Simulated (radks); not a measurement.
Ni3+, configuration [Ar] 3d7. Method: non-relativistic Kohn-Sham, LDA (Slater exchange, Perdew-Wang correlation), spin-polarised, spherical densities, point nucleus; open shells are filled with parallel spins first; computed with a radial shooting solver on a logarithmic mesh with Libxc functionals.

X-ray form factor f0, the Fourier transform of the density (f0(0) = 25):

| sin(theta)/lambda (1/angstrom) | f0 (electrons) |
|---|---|
| 0.05 | 24.762 |
| 0.1 | 24.075 |
| 0.15 | 23.011 |
| 0.2 | 21.672 |
| 0.25 | 20.167 |
| 0.3 | 18.595 |
| 0.4 | 15.557 |
| 0.5 | 12.954 |
| 0.6 | 10.909 |
| 0.8 | 8.293 |
| 1 | 6.918 |
| 1.25 | 5.895 |
| 1.5 | 5.070 |
| 2 | 3.583 |
